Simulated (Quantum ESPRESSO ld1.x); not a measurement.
Values are calculated unless marked as measured or tabulated.
Task: The gallium ion Ga5+, 26 electrons, occupied as [Ar] 3d8. Code: ld1.x of Quantum ESPRESSO 7.5. Model: Dirac Kohn-Sham, PW91, spin-unpolarised, spherical densities, point nucleus; open shells fill j = l - 1/2 first.

Spin-orbit splittings of the eigenvalues, e(l+1/2) - e(l-1/2), with zeta = 2 splitting/(2l+1) and mean radii in bohr:

| shell | occ. | splitting (eV) | zeta (eV) | <r> j=l-1/2 | <r> j=l+1/2 |
|---|---|---|---|---|---|
| 2p | 6 | 27.67 | 18.45 | 0.1883 | 0.1918 |
| 3p | 6 | ? | ? | 0.6542 | 0.6638 |
| 3d | 8 | 0.5490 | 0.2196 | 0.7061 | 0.7097 |

Estimate the 3p splitting.

Result: 3.815 eV (zeta = 2.544 eV).
